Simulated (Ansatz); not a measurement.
H2Zn, singlet, at a GFN2-xTB geometry (such geometries of metal compounds can be far from the true shape).

Input for Ansatz (a program for electronic structure):
Ansatz 0.2 input:
```yaml
crystal:
  periodic: [false, false, false]
  atoms:
    - {symbol: Zn, position_ang: [0.00000000, 0.00000000, 0.00000000]}
    - {symbol: H, position_ang: [-0.00000000, -0.00000000, -1.49925704]}
    - {symbol: H, position_ang: [0.00000000, 0.00000000, 1.49925704]}
basis:
  gaussian:
    orbitals: STO-3G
hamiltonian:
  xc: pbe0
```

Problem. What is the computed number of basis functions (PBE0/STO-3G (Ansatz))?

Solution. 20

Problem. Give the total energy at the level PBE0/STO-3G.

Solution. -1759.4707 Eh
